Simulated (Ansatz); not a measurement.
Ansatz (an electronic-structure program) input (B3LYP-D3(BJ)/def2-TZVP):

Ansatz 0.2 input:
```yaml
crystal:
  periodic: [false, false, false]
  atoms:
    - {symbol: Ge, position_ang: [0.01486516, 0.01335931, 1.33008905]}
    - {symbol: I, position_ang: [1.08853820, -1.84321149, -0.39527948]}
    - {symbol: I, position_ang: [-1.09751339, 1.83514549, -0.40779315]}
basis:
  gaussian:
    orbitals: def2-TZVP
hamiltonian:
  xc: b3lyp
  dispersion: d3bj
total_charge: -1
magnetization: {spin_polarized: true, initial_magnetization: 1}
phonons: {temperatures: {t_min: 298.15, t_max: 298.15, t_step: 100}}
```

Output:

```
Functional definition: B3LYP
integrals: 0.13 GiB planned
1322 factors; integrals over basis functions are off by at most 2.2e-4 eV
mean field: 1.44 GiB planned
mean field evaluation 1: about -72730.3199 eV, gradient 1.5e1 eV
mean field evaluation 2: about -72729.9238 eV, gradient 2.0e1 eV
mean field evaluation 4: about -72730.8852 eV, gradient 5.7e-1 eV
mean field evaluation 8: about -72730.8999 eV, gradient 2.1e-2 eV
mean field evaluation 16: about -72729.9699 eV, gradient 4.9e0 eV
mean field -72730.89990392 eV, -2672.8112726944 hartree, gradient 5.7e-5 eV, S^2 0.753218; 1 other end points of the search recorded, 0 dependent functions left out
the calculation of the forces begins
reference -72730.90011663 eV, -2672.8112805115 hartree; 42, 41 occupied and 106, 107 virtual orbitals, 1322 factors
these checks for a lower state are left out or cut short: stability, starts, cluster_reference, orbital_swaps, neighbouring_geometries, increment
integrals: 0.13 GiB planned
1322 factors; integrals over basis functions are off by at most 2.2e-4 eV
mean field: 1.44 GiB planned
mean field -72730.89990653 eV, -2672.8112727902 hartree, gradient 9.9e-7 eV, S^2 0.753219; 0 other end points of the search recorded, 0 dependent functions left out
the calculation of the forces begins
reference -72730.90011925 eV, -2672.8112806079 hartree; 42, 41 occupied and 106, 107 virtual orbitals, 1322 factors
these checks for a lower state are left out or cut short: stability, starts, cluster_reference, orbital_swaps, neighbouring_geometries, increment
integrals: 0.13 GiB planned
1322 factors; integrals over basis functions are off by at most 2.2e-4 eV
mean field: 1.44 GiB planned
mean field evaluation 32: about -72730.8999 eV, gradient 2.8e-6 eV
mean field -72730.89988086 eV, -2672.8112718472 hartree, gradient 2.7e-6 eV, S^2 0.753218; 0 other end points of the search recorded, 0 dependent functions left out
the calculation of the forces begins
reference -72730.90009356 eV, -2672.8112796637 hartree; 42, 41 occupied and 106, 107 virtual orbitals, 1322 factors
these checks for a lower state are left out or cut short: stability, starts, cluster_reference, orbital_swaps, neighbouring_geometries, increment
integrals: 0.13 GiB planned
1322 factors; integrals over basis functions are off by at most 2.2e-4 eV
mean field: 1.44 GiB planned
mean field -72730.90003382 eV, -2672.8112774683 hartree, gradient 2.7e-6 eV, S^2 0.753219; 0 other end points of the search recorded, 0 dependent functions left out
the calculation of the forces begins
reference -72730.90024656 eV, -2672.8112852863 hartree; 42, 41 occupied and 106, 107 virtual orbitals, 1322 factors
these checks for a lower state are left out or cut short: stability, starts, cluster_reference, orbital_swaps, neighbouring_geometries, increment
integrals: 0.13 GiB planned
1322 factors; integrals over basis functions are off by at most 2.2e-4 eV
mean field: 1.44 GiB planned
mean field -72730.89975617 eV, -2672.8112672646 hartree, gradient 2.3e-6 eV, S^2 0.753218; 0 other end points of the search recorded, 0 dependent functions left out
the calculation of the forces begins
reference -72730.89996885 eV, -2672.8112750808 hartree; 42, 41 occupied and 106, 107 virtual orbitals, 1322 factors
these checks for a lower state are left out or cut short: stability, starts, cluster_reference, orbital_swaps, neighbouring_geometries, increment
integrals: 0.13 GiB planned
1322 factors; integrals over basis functions are off by at most 2.2e-4 eV
mean field: 1.44 GiB planned
mean field -72730.89989319 eV, -2672.8112723003 hartree, gradient 1.4e-6 eV, S^2 0.753218; 0 other end points of the search recorded, 0 dependent functions left out
the calculation of the forces begins
reference -72730.90010590 eV, -2672.8112801170 hartree; 42, 41 occupied and 106, 107 virtual orbitals, 1322 factors
these checks for a lower state are left out or cut short: stability, starts, cluster_reference, orbital_swaps, neighbouring_geometries, increment
integrals: 0.13 GiB planned
1322 factors; integrals over basis functions are off by at most 2.2e-4 eV
mean field: 1.44 GiB planned
mean field -72730.89990831 eV, -2672.8112728560 hartree, gradient 2.2e-6 eV, S^2 0.753219; 0 other end points of the search recorded, 0 dependent functions left out
the calculation of the forces begins
reference -72730.90012104 eV, -2672.8112806734 hartree; 42, 41 occupied and 106, 107 virtual orbitals, 1322 factors
Total energy: -72731.15830405 eV, -2672.8207687241 hartree
Atom 0 at     0.014865     0.013359     1.330089 Å, force     0.000002     0.000002     0.000152 eV/Å
Atom 1 at     1.088538    -1.843211    -0.395279 Å, force     0.000014    -0.000027    -0.000076 eV/Å
Atom 2 at    -1.097513     1.835145    -0.407793 Å, force    -0.000016     0.000025    -0.000076 eV/Å
Dipole moment:     0.001675     0.001505     0.149871 e Å
Vibrations: 51.97 158.65 173.71 cm⁻¹, zero-point energy 0.023826 eV
```
